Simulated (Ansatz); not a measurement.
Geometry optimisation, RKS PBE/def2-SVP in Ansatz 0.2.0.

Input file:

```yaml
crystal:
  periodic: [false, false, false]
  atoms:
    - { symbol: Hf, position_ang: [0.477109, 0.139587, -0.223108] }
    - { symbol: F, position_ang: [0.022843, -0.133817, 1.659671] }
    - { symbol: Cl, position_ang: [2.813468, 0.16834, -0.294019] }
    - { symbol: Cl, position_ang: [-0.205329, 2.200361, -1.108908] }
    - { symbol: Cl, position_ang: [-0.194448, -1.671922, -1.557179] }
    - { symbol: O, position_ang: [-2.608392, -0.00383, 0.810023] }
    - { symbol: Si, position_ang: [-3.911795, -1.019166, 0.418893] }
    - { symbol: H, position_ang: [-3.486674, -2.453914, 0.26763] }
    - { symbol: H, position_ang: [-4.977152, -0.942856, 1.482258] }
    - { symbol: H, position_ang: [-4.438845, -0.492996, -0.880055] }
    - { symbol: H, position_ang: [-2.097785, -0.222587, 1.630394] }
basis:
  gaussian: { orbitals: def2-SVP }
hamiltonian:
  xc: pbe
relax:
  f_tol: 0.03
  max_steps: 50
```

Command:

```bash
$ ansatz run input.yaml --threads 4 --pin off --max-ram 5120MiB --backend cpu --events-out ev --progress --plain --runs-dir out
```

Where does it end, and by what steps?

The forces met the threshold. The force dipped under the threshold on the way, but the program's further checks kept it going. After 11 steps the energy has fallen by 0.489 eV; H10 moved furthest, 0.68 Å. Joined: Hf1–O6 (3.26 → 2.33 Å).

| step | energy less start (eV) | largest force component (eV/Å) | accepted |
| --- | --- | --- | --- |
| 0 | 0.0000 | 0.803 | yes |
| 1 | -0.1407 | 0.561 | yes |
| 2 | -0.3110 | 0.982 | yes |
| 3 | -0.3695 | 1.189 | yes |
| 4 | -0.4367 | 0.474 | yes |
| 5 | -0.4584 | 0.246 | yes |
| 6 | -0.4739 | 0.221 | yes |
| 7 | -0.4841 | 0.148 | yes |
| 8 | -0.4865 | 0.065 | yes |
| 9 | -0.4878 | 0.054 | yes |
| 10 | -0.4884 | 0.029 | yes |
| 11 | -0.4888 | 0.027 | yes |

```xyz
11
Properties=species:S:1:pos:R:3
Hf 0.000 0.081 -0.031
F 0.206 0.014 1.890
Cl 2.298 0.059 -0.566
Cl -0.692 2.191 -0.837
Cl -0.690 -1.756 -1.403
O -2.133 -0.290 0.840
Si -3.587 -1.025 0.229
H -3.448 -2.514 0.233
H -4.662 -0.595 1.184
H -3.804 -0.467 -1.136
H -2.095 -0.131 1.805
```

Whether the end is a true minimum wasn't checked by a vibrational analysis.

Time of the run: 40 s on 4 threads of Intel(R) Xeon(R) Platinum 8259CL CPU @ 2.50GHz (Skylake/Cascade Lake) (shared host), peak memory 0.28 GiB.
